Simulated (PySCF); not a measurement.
Working out the ionisation energy of Rh

Rh [Kr] 4d8 5s1 (4F) → Rh⁺ [Kr] 4d8 (3F). Computed with PySCF 2.14 in def2-TZVP with the def2 core potential (28 electrons), with a scalar-relativistic core potential. Frozen: 4s2 4p6. Energies in hartree (1 hartree = 27.21139 eV):

```json
{"part": "UHF", "Rh (lower)": "-109.743193", "Rh⁺ (upper)": "-109.511356"}
{"part": "MP2 opposite-spin", "Rh (lower)": "-0.108275", "Rh⁺ (upper)": "-0.096824"}
{"part": "MP2 same-spin", "Rh (lower)": "-0.071020", "Rh⁺ (upper)": "-0.058799"}
```

Problem. What does Hartree-Fock give?

Solution. (-109.511356) − (-109.743193) = 0.231837 hartree = 6.309 eV.

Problem. What do MP2 and SCS-MP2 (6/5 opposite-spin, 1/3 same-spin) give?

Solution. The opposite-spin parts differ by 0.312 eV and the same-spin parts by 0.333 eV. MP2: 6.309 + (0.312) + (0.333) = 6.954 eV. SCS-MP2: 6.309 + 1.2 × (0.312) + (0.333)/3 = 6.794 eV.

Measured between the centres of the two terms (NIST): 7.479 eV, so MP2 (valence) is off by -0.525 eV.

What remains against the reference includes basis incompleteness, the frozen core and correlation beyond second order.
